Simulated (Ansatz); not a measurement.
C$_{3}$H$_{9}$AlO$_{3}$ (SMILES C[O][Al]([O]C)[O]C), singlet, geometry from GFN2-xTB (such geometries of metal compounds can be far from the true shape), with bond 11-8 at 2.4 times its length; CASSCF(4,5)/STO-3G (Ansatz, a quantum-chemistry and plane-wave program).

Input for Ansatz:
Ansatz 0.2 input:
```yaml
crystal:
  periodic: [false, false, false]
  atoms:
    - {symbol: Al, position_ang: [-0.00000000, 0.00000000, 0.00000000]}
    - {symbol: O, position_ang: [1.31172085, 0.99964921, 0.16950670]}
    - {symbol: C, position_ang: [1.97818404, 2.19505926, -0.11826743]}
    - {symbol: H, position_ang: [1.39244577, 2.83220774, -0.78323581]}
    - {symbol: H, position_ang: [2.16614502, 2.73551284, 0.81370210]}
    - {symbol: H, position_ang: [2.93396474, 1.96746432, -0.59854903]}
    - {symbol: O, position_ang: [-0.03287888, -1.46359976, 0.77809857]}
    - {symbol: C, position_ang: [0.56199099, -2.41142744, 1.61699359]}
    - {symbol: H, position_ang: [-0.08478434, -2.58250712, 2.48209477]}
    - {symbol: H, position_ang: [0.68303538, -3.35055565, 1.06984363]}
    - {symbol: H, position_ang: [2.91050326, -1.61526128, 2.46085188]}
    - {symbol: O, position_ang: [-1.27884198, 0.46395055, -0.94760527]}
    - {symbol: C, position_ang: [-2.54017502, 0.21636818, -1.49872616]}
    - {symbol: H, position_ang: [-2.93298355, -0.75251620, -1.18536540]}
    - {symbol: H, position_ang: [-3.23309026, 0.99906707, -1.17742017]}
    - {symbol: H, position_ang: [-2.46527054, 0.23101854, -2.58967130]}
basis:
  gaussian:
    orbitals: STO-3G
hamiltonian:
  xc: hf
magnetization: {spin_polarized: false}
correlation: {active_space: {window: {electrons: 4, orbitals: 5}}}
```

Output, abridged:

```
Functional definition: HF
650 factors; integrals over basis functions are off by at most 3.8e-5 eV
mean field evaluation 1: about -15713.7684 eV, gradient 3.9e1 eV
mean field evaluation 2: about -15714.0429 eV, gradient 3.9e1 eV
mean field evaluation 4: about -15721.0428 eV, gradient 1.0e1 eV
mean field evaluation 8: about -15721.6085 eV, gradient 1.2e-1 eV
mean field evaluation 16: about -15717.8171 eV, gradient 8.4e-2 eV
mean field -15721.60863639 eV, -577.7584608983 hartree, gradient 1.5e-6 eV, S^2 0.000000; 2 other end points of the search recorded, 0 dependent functions left out
reference -15721.60863639 eV, -577.7584608983 hartree; 32, 32 occupied and 16, 16 virtual orbitals, 650 factors
state -15726.72195311 eV, -577.9463718219 hartree
Total energy: -15726.72195311 eV, -577.9463718219 hartree
```
